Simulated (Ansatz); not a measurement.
System: GeH$_{2}$F$_{2}$, charge 0, singlet. GeH2F2 (SMILES [F][GeH2][F]).
B3LYP-D3(BJ)/def2-TZVP minimum from Ansatz (an electronic-structure program):
```xyz
5

Ge    -0.0235    -0.3322     0.0460
F      1.3815     0.5729    -0.4222
F     -1.2809     0.8507     0.2249
H      0.2479    -0.9382     1.4223
H     -0.4021    -1.2446    -1.1198
```
Charge 0, spin multiplicity 1.

Atomisation energy term by term, kcal/mol (programs: Ansatz). UHF or UKS for unpaired electrons; spin-orbit terms are left out. Cores are frozen in correlated methods (noble-gas shells, and filled d and f shells in the p block). No relativity. CBS(X,Y): correlation extrapolated as X^-3, Hartree-Fock from the larger set (Q,5: extrapolated as (X+1)exp(-9√X)). A bracket is a step between two methods taken in the basis named. For partners of very few electrons the exact lower level stands in for a higher one.

| term | basis | kcal/mol |
|---|---|---|
| Hartree-Fock | CBS(cc-pVQZ,cc-pV5Z) | 272.14 |
| CCSD correlation | CBS(cc-pVQZ,cc-pV5Z) | 105.94 |
| (T) | CBS(cc-pVQZ,cc-pV5Z) | 6.99 |
| CCSDT(Q) - CCSD(T) | cc-pVTZ | 0.03 |
| sum: De |  | 385.1 |

The step beyond CCSD(T) by other levels: CCSDT(Q) in cc-pVDZ 0.67 kcal/mol.
